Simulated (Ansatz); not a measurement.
SiHSF3, closed shell: at a first-order saddle point.

Input (in.yaml):

```yaml
crystal:
  periodic: [false, false, false]
  atoms:
    - {symbol: Si, position_ang: [-0.076771, -0.410658, 0.290140]}
    - {symbol: F, position_ang: [0.103470, -1.786479, -0.536417]}
    - {symbol: S, position_ang: [0.370268, 0.622082, -1.498246]}
    - {symbol: H, position_ang: [0.267491, 1.860244, -0.990046]}
    - {symbol: F, position_ang: [-0.408033, -1.248047, 1.611545]}
    - {symbol: F, position_ang: [-0.256424, 0.962857, 1.123023]}
basis:
  gaussian: {orbitals: def2-SVP}
hamiltonian: {xc: pbe0, dispersion: d4}
```

Run by:

```bash
ansatz run in.yaml --threads 4 --pin off --events-out ev --progress --plain --max-ram 9574MiB
```

What Ansatz 0.2.0 printed:

```
Functional definition: PBE0
  name "PBE0"
  cite "Adamo & Barone, J. Chem. Phys. 110, 6158 (1999) doi:10.1063/1.478522"
  cite "Perdew, Burke & Ernzerhof, Phys. Rev. Lett. 77, 3865 (1996) doi:10.1103/PhysRevLett.77.3865"
  parent pbe
  parameter a = 0.25
  parameter kappa = 0.804
  parameter beta = 0.06672455060314922
  exchange = (1 - a)*pbe_x(kappa = kappa, mu = beta*pi^2/3) + a*exact_x
  correlation = pbe_c(beta = beta)
768 factors; integrals over basis functions are off by at most 8.6e-4 eV
mean field evaluation 1: about -26852.5081 eV, gradient 4.9e1 eV
mean field evaluation 2: about -26848.4322 eV, gradient 7.3e1 eV
mean field evaluation 4: about -26856.3951 eV, gradient 1.6e0 eV
mean field evaluation 8: about -26856.4441 eV, gradient 1.3e-1 eV
mean field evaluation 16: about -26856.4441 eV, gradient 1.8e-5 eV
mean field -26856.44410497 eV, -986.9561169061 hartree, gradient 1.8e-5 eV, S^2 0.000000; 0 other end points of the search recorded, 0 dependent functions left out
reference -26856.44412370 eV, -986.9561175942 hartree; 29, 29 occupied and 54, 54 virtual orbitals, 768 factors
Total energy: -26856.56541544 eV, -986.9605749836 hartree
```

The run took about 0.75 s on 4 CPU threads of an Arm Neoverse V1 (shared host).
